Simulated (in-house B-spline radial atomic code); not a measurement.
Ionisation energies along the 40-electron series, configuration [Kr] 4d4, as differences of self-consistent energies. Dirac energy differences include first-order Breit, QED and recoil terms. NIST's values go from ground level to ground level; the uncertainty of those that are theory runs from under 0.1 % in few-electron ions to several per cent in heavy many-electron ones. Computed with a B-spline radial code for spherical atoms: Dirac-Hartree-Fock, average of the configuration, finite nuclei.

```
  ion  configuration after  ionisation energy (eV)  IE/(q+1)² (eV)  Breit and QED recoil part (eV)  tabulated value (eV)    tabulated kind  computed minus tabulated (eV)
Ta33+             [Kr] 4d3                  1371.7          1.1866                        -0.60627                  1382  tabulated theory                          -10.3
 W34+             [Kr] 4d3                  1443.5          1.1783                        -0.65767                1459.9    semi-empirical                          -16.4
Re35+             [Kr] 4d3                  1517.0          1.1705                        -0.71169                  1530  tabulated theory                          -13.0
Os36+             [Kr] 4d3                  1592.3          1.1631                        -0.76839                  1606  tabulated theory                          -13.7
Ir37+             [Kr] 4d3                  1669.4          1.1561                        -0.82787                  1684  tabulated theory                          -14.6
Pt38+             [Kr] 4d3                  1748.2          1.1494                        -0.89016                  1763  tabulated theory                          -14.8
Au39+             [Kr] 4d3                  1828.8           1.143                        -0.95533                  1845  tabulated theory                          -16.2
Hg40+             [Kr] 4d3                  1911.2          1.1369                         -1.0234                  1928  tabulated theory                          -16.8
Tl41+             [Kr] 4d3                  1995.3          1.1311                         -1.0946                  2014  tabulated theory                          -18.7
Pb42+             [Kr] 4d3                  2081.2          1.1256                         -1.1688                  2101  tabulated theory                          -19.8
Bi43+             [Kr] 4d3                  2168.9          1.1203                         -1.2461                  2190  tabulated theory                          -21.1
```

Where a p, d or f electron is removed, the computed value is a mean over both j, so it misses the tabulated one by a part of the spin-orbit splitting; averaging over terms and missing correlation add to the gap, relatively most at low charge.
